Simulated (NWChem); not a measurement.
Molecule: BHSeCl₂; SMILES ClB(Cl)[SeH]

```xyz
5

B      0.0007    -0.5043     0.0000
Cl     1.5380    -1.3430     0.0000
Cl    -1.4881    -1.4258     0.0000
Se     0.0361     1.4252     0.0000
H     -1.4256     1.5836     0.0000
```
Atoms are numbered in this order, from 1.

Level: PBE0/def2-SVP (NWChem), optimised geometry, unscaled harmonic frequencies. This build's default masses of Se (78.918 u) and Br (79.917 u) are each other's, which moves their modes by up to 0.6 %.

Q: List the harmonic frequencies with IR intensities, and the thermochemistry.

A: 
| frequency (cm⁻¹) | IR intensity (km/mol) |
|---|---|
| 186 | 0.4 |
| 217 | 1.1 |
| 351 | 9.4 |
| 406 | 0.1 |
| 416 | 0.4 |
| 716 | 39.6 |
| 921 | 290.2 |
| 993 | 236.0 |
| 2465 | 5.0 |

* **zero-point energy**: 9.5 kcal/mol
* **thermal correction to the enthalpy at 298.15 K (with zero-point energy)**: 13.3 kcal/mol
* **heat capacity Cv**: 15.8 cal/(mol K)
* **entropy at 298.15 K and 1 atm (symmetry number 1)**: 77.3 cal/(mol K)
* **dipole moment**: 1.06 D

Rigid rotor and harmonic oscillator.
